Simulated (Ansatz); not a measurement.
Zn₆S₅Cl₂, a halide-capped cluster cut from wurtzite ZnS (2 Cl on the cations), relaxed as a singlet with RKS PBE-D4/def2-SVP in Ansatz, starting from the GFN1-xTB geometry. Force threshold 0.03 eV/Å.

Start:

```xyz
13

Zn   -0.3082    2.5176   -0.1541
S     0.7278    0.5333    0.3979
S    -2.6063   -0.2820    2.6412
Zn   -0.6731   -1.2217    2.0389
Zn    2.3118   -0.3342   -1.0432
S     0.2076   -3.2535    1.7691
S    -2.1884    1.5560   -1.2849
Zn   -2.7888    0.7816    0.7831
Zn   -0.6316   -0.1186   -1.5203
S     0.8141   -1.7366   -2.2764
Zn    0.6072   -2.9000   -0.3137
Cl    0.1141    4.5626    0.2672
Cl    4.4138   -0.1044   -1.3048
```

(1) Estimate the energy that the relaxation releases and the steps that it takes.

(2) Does the start keep its bonding and symmetry?

(3) Predict the relaxed structure.

Answers

(1) 8.0 kcal/mol, in 8 steps; 37 s on 2 threads of AMD EPYC 7R13 on a shared host and a share (18 GiB) of an NVIDIA H100 80GB HBM3. The force fell under the threshold at step 6, but the optimiser went on. No frequencies were taken in this run, so the end may be a saddle point.

(2) By distances, no bond broke or formed. The bond that changes most is S2–Zn4, from 2.78 to 2.63 Å (atoms count from 1).

(3) 
```xyz
13

Zn   -0.327    2.456   -0.130
S     0.686    0.436    0.611
S    -2.582   -0.214    2.659
Zn   -0.755   -1.296    1.960
Zn    2.247   -0.349   -1.005
S     0.243   -3.281    1.717
S    -2.197    1.507   -1.349
Zn   -2.546    0.689    0.715
Zn   -0.592   -0.127   -1.352
S     0.745   -1.704   -2.338
Zn    0.531   -2.662   -0.316
Cl    0.225    4.500    0.108
Cl    4.322    0.044   -1.281
```
Bond lengths (bridged metal pairs left out): 14 × S–Zn 2.14 to 2.63 Å; 2 × Cl–Zn 2.13 Å.
